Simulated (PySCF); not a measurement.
SMILES C[SiH](C)[O][GeH3] (C2H10GeOSi), singlet at its GFN2-xTB optimised geometry (Å):

```
15

Si    -0.2179    -2.0215     0.0000
C     -0.9339    -2.7863    -1.5822
C     -0.8997    -2.8840     1.5517
O     -0.6447    -0.4416     0.0000
Ge    -1.2516     0.8612     0.9605
H      1.2516    -2.0215     0.0000
H     -0.6134    -3.8178    -1.6863
H     -0.6004    -2.2461    -2.4628
H     -2.0205    -2.7747    -1.5831
H     -0.5653    -2.3747     2.4525
H     -1.9875    -2.8782     1.5597
H     -0.5755    -3.9178     1.6146
H     -0.3273     1.0565     2.1267
H     -2.6331     0.4962     1.4196
H     -1.2453     2.0215     0.0179
```

Computed with PySCF 2.14.0 with B3LYP/def2-TZVP. Cells within 0.4 Å of a nucleus heavier than hydrogen are left out (blank, or x).

Map of the electrostatic potential (hartree/e), clipped to [-0.08, 0.12] on the plane z = 0.6 Å:

```
|11111111111111110000000000000|
|11111111111111110000000000000|
|11111111111111111000000000000|
|11111111111111111000000000000|
|11111111111111111100000000000|
|11111111222221111110000000000|
|11111122356532111110000000000|
|11111234699974321110000000000|
|11111247999998532110000000000|
|11112369999999842110000000000|
|11112499999999953110000000000|
|1111259999x999962100000000000|
|11113599999999952100000000000|
|11112599999999931000000000000|
|11112369999999710000000000000|
|11111235999999810000000000000|
|11111123459999932100000000000|
|11111111236999996210000000000|
|11111111248999999521000000000|
|11111112369999999963100000000|
|11111122379999999996200000000|
|11111122479999999995100000000|
|11111223469999999742000000000|
|11111223469999999420000000000|
|11111222348999995310000000000|
|11111112234666543210000000000|
|11111111112344332110000000000|
|11111111111233222111000000000|
|11111111111222221111000000000|
```
Scale: ten equal steps from -0.013 (start of '0') to 0.120 (end of '9'), in the order '0123456789'; x runs from -4.50 to 4.50, y from -4.50 (bottom) to 4.50 (top).
